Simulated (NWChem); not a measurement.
# CH$_{6}$BNO$_{2}$; SMILES O(C)B(O)N

```xyz
11

B     -0.0753    -0.5327     0.0000
O     -0.8906    -1.6487     0.0000
H     -0.3843    -2.4764     0.0000
O     -0.7514     0.6724     0.0000
C     -0.0565     1.8920     0.0000
H      0.5901     2.0154    -0.9019
H     -0.7914     2.7227     0.0000
H      0.5901     2.0154     0.9019
N      1.3519    -0.6000     0.0000
H      1.9472     0.2258     0.0000
H      1.8805    -1.4697     0.0000
```
Atoms are numbered in this order, from 1.

All runs: NWChem. The geometry was optimised at PBE-D3(BJ)/def2-SVP. Vzz is the largest principal value of the second derivative of the potential at the nucleus (NWChem prints the opposite sign); η is the asymmetry. Non-relativistic.

Q: What does the run give for Hartree-Fock/def2-SVP? Quantities: Vzz B1 (a.u.); η B1; Vzz O2 (a.u.); η O2; Vzz O4 (a.u.); η O4; Vzz N9 (a.u.); η N9.

A: 
```yaml
Vzz B1 (a.u.): 0.304
"η B1": 0.08
Vzz O2 (a.u.): 1.514
"η O2": 0.47
Vzz O4 (a.u.): 1.659
"η O4": 0.32
Vzz N9 (a.u.): -0.949
"η N9": 0.42
```
